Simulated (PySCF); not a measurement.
# UHF on C (carbon, neutral)

Configuration: [He] 2s1 2p3, high-spin 5S determinant (an excited configuration). All numbers are calculated (PySCF 2.14, the spin-free X2C one-electron Hamiltonian (Gaussian nucleus), in aug-cc-pVQZ-DK).

| Item | Value |
| --- | --- |
| Total energy | -37.613245 hartree |
| One-electron energy | -50.2660 hartree |
| Hartree (Coulomb) energy | 17.9159 hartree |
| Exchange energy | -5.2631 hartree |
| ⟨S²⟩ | 6.0000 |
| ⟨L²⟩ | 0.000 |
| Sum of ⟨r⟩ | 7.073 bohr |
| Sum of ⟨r²⟩ | 13.55 bohr² |
| Langevin diamagnetic susceptibility | -10.7 ×10⁻⁶ cm³/mol |

| shell | electrons | mean orbital energy (hartree) | rms radius, mean of both spins (bohr) |
| --- | --- | --- | --- |
| 1s α | 1 | -11.35051 | 0.312 |
| 1s β | 1 | -11.23144 | 0.312 |
| 2s α | 1 | -0.94206 | 1.67 |
| 2p α | 3 | -0.47881 | 1.88 |

Spin-orbit constants ζ (cm⁻¹) from the X2C one-electron operator on these orbitals: bare nucleus, nucleus screened by l(l+1)(2l+1)/3 electrons, and screened by the Breit-Pauli mean field of the electrons.

```
shell   bare  screened nucleus  mean field
   2p  59.84             39.89       31.87
```
